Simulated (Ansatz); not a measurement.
Ansatz (a quantum-chemistry and plane-wave program) input file for C2H6Bi, SMILES [Bi]([CH3])[CH3], multiplicity 2, PBE/def2-SVPD. The structure is a stationary point at B3LYP-D3(BJ)/def2-SVP. The spin state was assumed, not searched. The isomer is the one that the SMILES or the coordinates give; other isomers of the formula were not compared. The def2 effective core potentials stand for the cores of Bi; spin–orbit coupling is left out.

Ansatz 0.2 input:
```yaml
crystal:
  periodic: [false, false, false]
  atoms:
    - {symbol: Bi, position_ang: [-0.00000000, -0.00000000, 0.30141067]}
    - {symbol: C, position_ang: [1.65200549, -0.00000000, -1.30462936]}
    - {symbol: H, position_ang: [1.54265863, 0.89798464, -1.92979794]}
    - {symbol: H, position_ang: [2.63886349, -0.00000000, -0.82117051]}
    - {symbol: H, position_ang: [1.54265862, -0.89798463, -1.92979795]}
    - {symbol: C, position_ang: [-1.65200547, 0.00000000, -1.30462938]}
    - {symbol: H, position_ang: [-1.54265859, 0.89798464, -1.92979797]}
    - {symbol: H, position_ang: [-1.54265860, -0.89798463, -1.92979797]}
    - {symbol: H, position_ang: [-2.63886348, 0.00000000, -0.82117056]}
basis:
  gaussian:
    orbitals: def2-SVPD
hamiltonian:
  xc: {name: PBE}
magnetization: {spin_polarized: true, initial_magnetization: 1}
```

Output:

```
WARN ansatz: RAYON_NUM_THREADS=1 ignored (pool sized by the plan → 1); use --threads N
Functional definition: PBE
integrals: 0.04 GiB planned
1050 factors; their error is unknown
mean field: 0.43 GiB planned
mean field evaluation 1: about -7991.2780 eV, gradient 5.6e1 eV
mean field evaluation 2: about -7934.4517 eV, gradient 9.7e1 eV
mean field evaluation 4: about -8007.5325 eV, gradient 5.8e0 eV
mean field evaluation 8: about -8007.7902 eV, gradient 4.5e-2 eV
mean field evaluation 16: about -8007.7555 eV, gradient 1.8e-4 eV
mean field -8007.75549728 eV, -294.2795866734 hartree, gradient 1.7e-5 eV, S^2 0.753004; 0 other end points of the search recorded, 0 dependent functions left out
reference -8007.75553999 eV, -294.2795882430 hartree; 21, 20 occupied and 99, 100 virtual orbitals, 1050 factors
Total energy: -8007.75553999 eV, -294.2795882430 hartree
```

The calculation finished and met its thresholds.

Cost: very roughly 4 core-seconds.
